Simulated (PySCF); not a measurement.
C₆H₁₅Ga, charge +1, doublet, geometry from GFN2-xTB (such geometries of metal compounds can be far from the true shape) (a state made from the parent by changing its charge; the spin is typed, not shown lowest); DF-B3LYP/pcseg-1 (PySCF).

Input for PySCF:
```python
from pyscf import gto, scf, dft

mol = gto.Mole()
mol.atom = '''
    Ga   -0.017768   -0.129109    0.051029
    C     2.080342   -0.133763   -0.519546
    C     2.463332    1.265179   -0.921657
    H     2.154483   -0.853526   -1.338519
    H     2.619348   -0.494684    0.360051
    H     2.354915    1.972728   -0.097463
    H     1.889386    1.617540   -1.780656
    H     3.518722    1.270181   -1.214479
    C    -0.154689   -2.212936    0.737004
    C    -1.597098   -2.426528    1.092290
    H     0.524577   -2.283835    1.588332
    H     0.193014   -2.824137   -0.097673
    H    -2.254163   -2.319526    0.226539
    H    -1.929490   -1.753523    1.886338
    H    -1.721010   -3.449069    1.466550
    C    -1.560924    1.263269    0.039547
    C    -1.132557    2.592535   -0.581823
    H    -1.888331    1.406844    1.075777
    H    -2.396805    0.824645   -0.518012
    H    -0.823119    2.464713   -1.620440
    H    -0.311817    3.047133   -0.024714
    H    -1.969341    3.290354   -0.568427
'''
mol.basis = 'pcseg-1'
mol.charge = 1
mol.spin = 1
mol.verbose = 4
mol.build()

mf = dft.UKS(mol)
mf.xc = 'b3lyp'
mf.damp = 0.5
mf.diis_start_cycle = 5
mf = mf.density_fit(auxbasis='def2-universal-jkfit')
mf.kernel()
mf.analyze()
```

Output, abridged:

```
PySCF version 2.14.0

[INPUT] verbose = 4
[INPUT] num. atoms = 22
[INPUT] num. electrons = 81
[INPUT] charge = 1
[INPUT] spin (= nelec alpha-beta = 2S) = 1
[INPUT] symmetry False subgroup None
[INPUT] Mole.unit = angstrom
[INPUT] Symbol           X                Y                Z      unit          X                Y                Z       unit  Magmom
[...]
nuclear repulsion = 529.701784253193
number of shells = 51
number of NR pGTOs = 337
number of NR cGTOs = 186
basis = pcseg-1
ecp = {}

******** <class 'pyscf.df.df_jk.DFUKS'> ********
method = DFUKS
initial guess = minao
damping factor = 0.5
level_shift factor = 0
DIIS = <class 'pyscf.scf.diis.CDIIS'>
diis_start_cycle = 5
diis_space = 8
diis_damp = 0
SCF conv_tol = 1e-09
SCF conv_tol_grad = None
SCF max_cycles = 50
direct_scf = False
number electrons alpha = 41  beta = 40
XC library pyscf.dft.libxc version 7.1.2
    S. Lehtola, C. Steigemann, M. J. T. Oliveira, and M. A. L. Marques,  SoftwareX 7, 1–5 (2018)
XC functionals = b3lyp
    P. J. Stephens, F. J. Devlin, C. F. Chabalowski, and M. J. Frisch,  J. Phys. Chem. 98, 11623 (1994)
radial grids:
    Treutler-Ahlrichs [JCP 102, 346 (1995); DOI:10.1063/1.469408] (M4) radial grids

becke partition: Becke, JCP 88, 2547 (1988); DOI:10.1063/1.454033
pruning grids: <function nwchem_prune>
grids dens level: 3
symmetrized grids: False
atomic radii adjust function: <function treutler_atomic_radii_adjust>
small_rho_cutoff = 0
Set gradient conv threshold to 3.16228e-05
tot grids = 252736
******** <class 'pyscf.df.df.DF'> ********
auxbasis = def2-universal-jkfit
init E= -2161.72569700258

cycle= 1 E= -2161.93745428356  delta_E= -0.212  |g|= 0.373  |ddm|= 3.03
cycle= 2 E= -2162.01646180657  delta_E= -0.079  |g|= 0.0885  |ddm|= 0.542
cycle= 3 E= -2162.02063841684  delta_E= -0.00418  |g|= 0.0342  |ddm|= 0.107
cycle= 4 E= -2162.02138080692  delta_E= -0.000742  |g|= 0.0168  |ddm|= 0.0473
cycle= 5 E= -2162.02154802899  delta_E= -0.000167  |g|= 0.016  |ddm|= 0.0439
cycle= 6 E= -2162.0212553967  delta_E= 0.000293  |g|= 0.0278  |ddm|= 0.0475
cycle= 7 E= -2162.02171735069  delta_E= -0.000462  |g|= 0.00259  |ddm|= 0.031
cycle= 8 E= -2162.02172109394  delta_E= -3.74e-06  |g|= 0.00194  |ddm|= 0.00508
cycle= 9 E= -2162.02172498527  delta_E= -3.89e-06  |g|= 0.000267  |ddm|= 0.00486
cycle= 10 E= -2162.02172506186  delta_E= -7.66e-08  |g|= 0.000134  |ddm|= 0.000699
cycle= 11 E= -2162.02172507624  delta_E= -1.44e-08  |g|= 5.06e-05  |ddm|= 0.000262
cycle= 12 E= -2162.02172507857  delta_E= -2.33e-09  |g|= 9.44e-06  |ddm|= 0.000105
cycle= 13 E= -2162.02172507871  delta_E= -1.37e-10  |g|= 4.81e-06  |ddm|= 3.05e-05
Extra cycle  E= -2162.0217250787  delta_E= 6.37e-12  |g|= 5.49e-06  |ddm|= 1.05e-05
converged SCF energy = -2162.0217250787  <S^2> = 0.7638542  2S+1 = 2.0138065
**** SCF Summaries ****
Total Energy =                       -2162.021725078702730
Nuclear Repulsion Energy =             529.701784253192955
One-electron Energy =                -4040.980256543707128
Two-electron Energy =                 1349.256747211810989
Two-electron Coulomb Energy =         1462.227146484164678
DFT Exchange-Correlation Energy =     -112.970399272353646
**** MO energy ****
                             alpha | beta                alpha | beta
[...]
To work with the spin densities directly, `use mulliken_meta_spin()` only printing them here.

 ** Mulliken spin pop alpha/beta on meta-lowdin orthogonal AOs **
 ** Mulliken Spin Density (per AO)  **
spin_pop of  0 Ga 1s       -0.00000
spin_pop of  0 Ga 2s       -0.00000
spin_pop of  0 Ga 3s       -0.00012
spin_pop of  0 Ga 4s       -0.03268
spin_pop of  0 Ga 5s        0.00030
spin_pop of  0 Ga 2px       0.00000
spin_pop of  0 Ga 2py       0.00000
spin_pop of  0 Ga 2pz       0.00000
spin_pop of  0 Ga 3px       0.00001
spin_pop of  0 Ga 3py       0.00001
spin_pop of  0 Ga 3pz       0.00000
spin_pop of  0 Ga 4px       0.04378
spin_pop of  0 Ga 4py       0.07358
spin_pop of  0 Ga 4pz       0.02453
spin_pop of  0 Ga 5px       0.00106
spin_pop of  0 Ga 5py       0.00117
spin_pop of  0 Ga 5pz       0.00037
spin_pop of  0 Ga 3dxy     -0.00006
spin_pop of  0 Ga 3dyz      0.00006
spin_pop of  0 Ga 3dz^2    -0.00005
spin_pop of  0 Ga 3dxz      0.00003
spin_pop of  0 Ga 3dx2-y2    0.00068
spin_pop of  0 Ga 4dxy     -0.00006
spin_pop of  0 Ga 4dyz      0.00054
spin_pop of  0 Ga 4dz^2     0.00015
spin_pop of  0 Ga 4dxz      0.00032
spin_pop of  0 Ga 4dx2-y2    0.00322
spin_pop of  1 C 1s       -0.00000
spin_pop of  1 C 2s        0.02197
spin_pop of  1 C 3s        0.00021
spin_pop of  1 C 2px       0.27322
spin_pop of  1 C 2py       0.00492
spin_pop of  1 C 2pz       0.02867
spin_pop of  1 C 3px       0.00044
spin_pop of  1 C 3py       0.00011
spin_pop of  1 C 3pz       0.00006
spin_pop of  1 C 3dxy     -0.00002
spin_pop of  1 C 3dyz      0.00001
spin_pop of  1 C 3dz^2    -0.00000
spin_pop of  1 C 3dxz     -0.00004
spin_pop of  1 C 3dx2-y2    0.00012
spin_pop of  2 C 1s       -0.00000
spin_pop of  2 C 2s       -0.00032
spin_pop of  2 C 3s        0.00009
spin_pop of  2 C 2px       0.01679
spin_pop of  2 C 2py      -0.00196
spin_pop of  2 C 2pz       0.00202
spin_pop of  2 C 3px       0.00032
spin_pop of  2 C 3py       0.00009
spin_pop of  2 C 3pz       0.00008
spin_pop of  2 C 3dxy      0.00003
spin_pop of  2 C 3dyz      0.00000
spin_pop of  2 C 3dz^2     0.00001
spin_pop of  2 C 3dxz      0.00006
spin_pop of  2 C 3dx2-y2    0.00018
spin_pop of  3 H 1s       -0.00362
spin_pop of  3 H 2s        0.00004
spin_pop of  3 H 2px       0.00004
spin_pop of  3 H 2py      -0.00000
spin_pop of  3 H 2pz      -0.00002
spin_pop of  4 H 1s       -0.00487
spin_pop of  4 H 2s        0.00000
spin_pop of  4 H 2px      -0.00001
spin_pop of  4 H 2py      -0.00000
spin_pop of  4 H 2pz       0.00003
spin_pop of  5 H 1s        0.00479
spin_pop of  5 H 2s        0.00021
spin_pop of  5 H 2px       0.00001
spin_pop of  5 H 2py       0.00001
spin_pop of  5 H 2pz       0.00000
spin_pop of  6 H 1s        0.00465
[...]
spin_pop of  8 C 3dyz     -0.00005
spin_pop of  8 C 3dz^2    -0.00002
spin_pop of  8 C 3dxz      0.00000
spin_pop of  8 C 3dx2-y2    0.00012
spin_pop of  9 C 1s       -0.00000
spin_pop of  9 C 2s       -0.00128
spin_pop of  9 C 3s        0.00011
spin_pop of  9 C 2px      -0.00218
spin_pop of  9 C 2py       0.01600
spin_pop of  9 C 2pz       0.00223
spin_pop of  9 C 3px       0.00011
spin_pop of  9 C 3py       0.00039
spin_pop of  9 C 3pz       0.00011
spin_pop of  9 C 3dxy      0.00012
spin_pop of  9 C 3dyz      0.00008
spin_pop of  9 C 3dz^2     0.00001
spin_pop of  9 C 3dxz      0.00000
spin_pop of  9 C 3dx2-y2    0.00015
spin_pop of  10 H 1s       -0.00396
spin_pop of  10 H 2s        0.00011
spin_pop of  10 H 2px       0.00001
spin_pop of  10 H 2py       0.00007
spin_pop of  10 H 2pz      -0.00004
spin_pop of  11 H 1s       -0.00495
spin_pop of  11 H 2s        0.00008
spin_pop of  11 H 2px       0.00000
spin_pop of  11 H 2py      -0.00003
spin_pop of  11 H 2pz       0.00006
spin_pop of  12 H 1s        0.00659
spin_pop of  12 H 2s        0.00025
spin_pop of  12 H 2px       0.00001
spin_pop of  12 H 2py       0.00002
spin_pop of  12 H 2pz       0.00000
spin_pop of  13 H 1s        0.00772
spin_pop of  13 H 2s        0.00028
spin_pop of  13 H 2px       0.00000
spin_pop of  13 H 2py      -0.00001
spin_pop of  13 H 2pz       0.00004
spin_pop of  14 H 1s        0.05519
spin_pop of  14 H 2s        0.00052
spin_pop of  14 H 2px      -0.00000
spin_pop of  14 H 2py       0.00007
spin_pop of  14 H 2pz       0.00000
spin_pop of  15 C 1s        0.00000
spin_pop of  15 C 2s       -0.00520
spin_pop of  15 C 3s       -0.00001
spin_pop of  15 C 2px      -0.02245
spin_pop of  15 C 2py      -0.01350
spin_pop of  15 C 2pz      -0.00100
spin_pop of  15 C 3px      -0.00003
spin_pop of  15 C 3py       0.00003
spin_pop of  15 C 3pz       0.00001
spin_pop of  15 C 3dxy     -0.00001
spin_pop of  15 C 3dyz      0.00001
spin_pop of  15 C 3dz^2     0.00000
spin_pop of  15 C 3dxz      0.00001
spin_pop of  15 C 3dx2-y2    0.00001
spin_pop of  16 C 1s       -0.00000
spin_pop of  16 C 2s        0.00074
spin_pop of  16 C 3s        0.00001
spin_pop of  16 C 2px       0.00050
spin_pop of  16 C 2py       0.00301
spin_pop of  16 C 2pz       0.00053
spin_pop of  16 C 3px       0.00001
spin_pop of  16 C 3py       0.00002
spin_pop of  16 C 3pz      -0.00000
spin_pop of  16 C 3dxy     -0.00001
spin_pop of  16 C 3dyz      0.00000
spin_pop of  16 C 3dz^2    -0.00000
spin_pop of  16 C 3dxz     -0.00000
spin_pop of  16 C 3dx2-y2   -0.00000
spin_pop of  17 H 1s        0.00054
spin_pop of  17 H 2s        0.00001
spin_pop of  17 H 2px      -0.00000
spin_pop of  17 H 2py      -0.00000
spin_pop of  17 H 2pz      -0.00000
spin_pop of  18 H 1s        0.00082
spin_pop of  18 H 2s        0.00005
spin_pop of  18 H 2px       0.00000
spin_pop of  18 H 2py      -0.00001
spin_pop of  18 H 2pz       0.00000
spin_pop of  19 H 1s       -0.00042
spin_pop of  19 H 2s        0.00012
spin_pop of  19 H 2px      -0.00000
spin_pop of  19 H 2py       0.00000
spin_pop of  19 H 2pz      -0.00000
spin_pop of  20 H 1s       -0.00043
spin_pop of  20 H 2s        0.00014
spin_pop of  20 H 2px      -0.00000
spin_pop of  20 H 2py      -0.00000
spin_pop of  20 H 2pz      -0.00000
spin_pop of  21 H 1s       -0.00066
spin_pop of  21 H 2s       -0.00001
spin_pop of  21 H 2px      -0.00000
spin_pop of  21 H 2py       0.00000
spin_pop of  21 H 2pz      -0.00000
 ** Mulliken Spin Density (per atom)  **
spin density of  0 Ga =      0.11685
spin density of  1 C =      0.32966
spin density of  2 C =      0.01738
spin density of  3 H =     -0.00356
spin density of  4 H =     -0.00485
spin density of  5 H =      0.00503
spin density of  6 H =      0.00489
spin density of  7 H =      0.04405
spin density of  8 C =      0.44981
spin density of  9 C =      0.01586
spin density of  10 H =     -0.00381
spin density of  11 H =     -0.00483
spin density of  12 H =      0.00688
spin density of  13 H =      0.00804
spin density of  14 H =      0.05577
spin density of  15 C =     -0.04213
spin density of  16 C =      0.00481
spin density of  17 H =      0.00054
spin density of  18 H =      0.00086
spin density of  19 H =     -0.00031
spin density of  20 H =     -0.00029
spin density of  21 H =     -0.00067
 ** Mulliken pop alpha/beta on meta-lowdin orthogonal AOs **
 ** Mulliken pop       alpha | beta **
In total            41.00000 | 40.00000
 ** Mulliken atomic charges   ( Nelec_alpha | Nelec_beta ) **
charge of  0Ga =      0.67223  (    15.22231     15.10546 )
charge of  1C =     -0.22965  (     3.27965      2.94999 )
charge of  2C =     -0.27071  (     3.14405      3.12666 )
charge of  3H =      0.13261  (     0.43192      0.43548 )
charge of  4H =      0.13152  (     0.43182      0.43667 )
charge of  5H =      0.11470  (     0.44517      0.44014 )
charge of  6H =      0.11533  (     0.44478      0.43989 )
charge of  7H =      0.14950  (     0.44728      0.40323 )
charge of  8C =     -0.20585  (     3.32783      2.87802 )
charge of  9C =     -0.27124  (     3.14355      3.12769 )
charge of  10H =      0.13715  (     0.42952      0.43333 )
charge of  11H =      0.13658  (     0.42929      0.43413 )
charge of  12H =      0.11914  (     0.44387      0.43699 )
charge of  13H =      0.11944  (     0.44430      0.43626 )
charge of  14H =      0.15651  (     0.44963      0.39386 )
charge of  15C =     -0.31019  (     3.13403      3.17616 )
charge of  16C =     -0.27196  (     3.13839      3.13357 )
charge of  17H =      0.12471  (     0.43792      0.43738 )
charge of  18H =      0.12426  (     0.43830      0.43744 )
charge of  19H =      0.09960  (     0.45005      0.45035 )
charge of  20H =      0.09997  (     0.44987      0.45016 )
charge of  21H =      0.12637  (     0.43648      0.43715 )

WARN: System has nonzero charge 1; the dipole moment is origin-dependent.
Location of origin: [0. 0. 0.]

Dipole moment(X, Y, Z, Debye):  0.78000, -1.83165,  0.37788
```
